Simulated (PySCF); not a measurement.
Bi(Cl)2(SiH3) (BiCl₂H₃Si), SMILES [SiH3][Bi]([Cl])[Cl].

Coordinates come from a PBE-D3(BJ)/def2-SVP optimisation. The structure was generated by enumeration; whether it is a known compound was not checked. The def2 effective core potentials stand for the cores of Bi; spin–orbit coupling is left out.

Level of theory: PySCF with PBE-D3(BJ)/def2-SVP.

Frequencies are harmonic and unscaled.

Question: Estimate the vibrational spectrum. (The exact figures need the calculation; the answer reports its results.)

Answer: 
```csv
mode,ν (cm⁻¹),IR (km/mol),moving atoms (share of kinetic energy)
1,65,0.1,"Cl 43 %, Si 37 %, H 15 %"
2,82,2.5,"Cl 59 %, Si 26 %, Bi 9 %"
3,98,2.3,"Cl 76 %, Bi 17 %"
4,121,0.0,H 95 %
5,266,3.1,"Si 76 %, Bi 14 %, H 10 %"
6,314,41.8,"Cl 83 %, Bi 17 %"
7,322,17.0,"Cl 87 %, Bi 12 %"
8,440,6.4,"H 89 %, Si 10 %"
9,449,5.6,"H 89 %, Si 10 %"
10,794,302.9,"H 91 %, Si 9 %"
11,891,26.9,H 97 %
12,897,37.5,H 97 %
13,2145,67.9,H 99 %
14,2168,73.0,H 96 %
15,2196,44.2,H 96 %
```
